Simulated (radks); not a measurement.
Task: Spherical quantum dot in the effective-mass picture: electrons in a parabolic well V = omega^2 r^2 / 2 with omega = 0.0839, all in effective atomic units (hartree* = m*/eps^2 hartree, bohr* = eps/m* bohr), one dielectric constant everywhere. Method: non-relativistic Kohn-Sham, LDA (Slater exchange, Perdew-Wang correlation), spin-polarised, spherical densities; computed with a radial shooting solver with Libxc functionals. Levels are named by radial order and angular momentum (1s, 1p, 1d, 2s, ...), and open shells are averaged over m. At N = 19 the configuration is 1s2 1p6 1d10 2s(up 1, down 0). Does electron 20 go into 1f up or 1f down or 2s down?

Result: Into 2s down. The total energies of the other choices lie higher by 0.00540 hartree* (1f up), 0.00611 hartree* (1f down).
